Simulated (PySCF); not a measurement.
Ligands exchanged one at a time, B Cl-NH2. Isolated molecules, 0 K electronic values unless said otherwise. Strings in code marks are SMILES.

Quantity: vertical ionisation energy (energy after one electron is removed minus that of the parent at the parent's geometry), in eV.

Level 1: CAM-B3LYP-D3(BJ)/def2-TZVP (PySCF)
Level 2: minus the HOMO energy of B3LYP/6-31G* // CAM-B3LYP-D3(BJ)/def2-TZVP (PySCF)
Level 3: minus the HOMO energy of CAM-B3LYP-D3(BJ)/def2-TZVP (PySCF)
Level 4: minus the HOMO energy of HF/3-21G // CAM-B3LYP-D3(BJ)/def2-TZVP (PySCF)

| species | level 1 | level 2 | level 3 | level 4 |
|---|---|---|---|---|
| `NB(Cl)Cl` | 10.98 | 8.12 | 9.99 | 12.15 |
